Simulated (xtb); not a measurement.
Diatomic As$_{2}$, closed-shell singlet (the spin of the measured ground state). No spin–orbit coupling. As is treated without relativity.

Constants: fifth-degree fit in 1/R to seven points, most abundant isotopes. In def2 and cc sets the state is the lowest found near the PBE0 minimum, followed along R. The singlet is held restricted.

The values were computed with xtb for the GFN methods. Values without a source in brackets are computed.

Energies at GFN2-xTB:

```tsv
R (Å)	E (hartree)
1.942779	-4.70490905
1.995004	-4.71805202
2.043051	-4.72409303
2.097365	-4.72595933
2.151680	-4.72409593
2.214350	-4.71876631
2.287465	-4.70971171
```

Problem. With a reduced mass of 37.4608 u, find the minimum, the force constant and the constants.

Solution. A fifth-degree polynomial in 1/R puts the minimum at r_e = 2.0941 Å with force constant 557 N/m. Then ω_e = (1/2πc)√(k/μ) = 502 cm⁻¹ and B_e = h/(8π²cμr_e²) = 0.1026 cm⁻¹; the cubic and quartic terms give α_e = 0.00046 and ω_e x_e = 1.6 cm⁻¹.
